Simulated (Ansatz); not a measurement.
System: P₂H (charge +1, singlet). It need not be the lowest isomer of its formula. 
Structure (B3LYP-D3(BJ)/def2-TZVP (Ansatz, a first-principles code) minimum search):
```
P
H 1 1.4152
P 1 1.8717 2 180.00
```
Charge +1, spin multiplicity 1.

Parts of the frozen-core correlation energy in cc-pV(D+d)Z (Ansatz, hartree). Frozen orbitals: 10; correlated occupied orbitals by spin: 5 and 5; virtual: 36 and 36. No spin-orbit coupling. Non-relativistic. The restricted reference is unstable.

```csv
term,value
reference (HF),-681.70479
MP2 opposite-spin,___
MP2 same-spin,___
CCSD correlation,___
(T),-0.01568
CCSDT minus CCSD(T),-0.00082
T1 diagnostic,0.020
largest doubles amplitude,0.130
```

Q: Complete the blanks.

A: 
- MP2 opposite-spin, value: -0.17667
- MP2 same-spin, value: -0.05526
- CCSD correlation, value: -0.25571
